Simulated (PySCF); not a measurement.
Re⁺ (rhenium, charge +1) across methods

[Xe] 4f14 5d5 6s1, high-spin 7S determinant. All numbers are calculated (PySCF 2.14, the spin-free X2C one-electron Hamiltonian (Gaussian nucleus), in x2c-TZVPPall with one added diffuse shell each of s, p, d, f type (12s8p8d4f1g, 113 functions)).

```json
{"method": "LDA", "E (hartree)": "-16682.66", "mean ε 5p β (eV)": "-53.543", "mean ε 5d α (eV)": "-14.347", "mean ε 6s α (eV)": "-13.834", "Σ⟨r²⟩ (bohr²)": "52.98", "⟨S²⟩": "12.001"}
{"method": "PBE0", "E (hartree)": "-16693.05", "mean ε 5p β (eV)": "-55.317", "mean ε 5d α (eV)": "-15.741", "mean ε 6s α (eV)": "-14.299", "Σ⟨r²⟩ (bohr²)": "52.68", "⟨S²⟩": "12.002"}
{"method": "r2SCAN", "E (hartree)": "-16693.37", "mean ε 5p β (eV)": "-54.029", "mean ε 5d α (eV)": "-14.632", "mean ε 6s α (eV)": "-13.982", "Σ⟨r²⟩ (bohr²)": "52.59", "⟨S²⟩": "12.004"}
{"method": "PBE", "E (hartree)": "-16693.27", "mean ε 5p β (eV)": "-53.026", "mean ε 5d α (eV)": "-14.209", "mean ε 6s α (eV)": "-13.573", "Σ⟨r²⟩ (bohr²)": "52.97", "⟨S²⟩": "12.002"}
```

Problem. Estimate the same row for UHF.

Solution. E (hartree) = -16688.00913; mean ε 5p β (eV) = -60.919; mean ε 5d α (eV) = -19.730; mean ε 6s α (eV) = -16.054; Σ⟨r²⟩ (bohr²) = 52.65; ⟨S²⟩ = 12.007.

Spin-orbit coupling, which splits the p, d and f shells strongly at this Z, is absent.
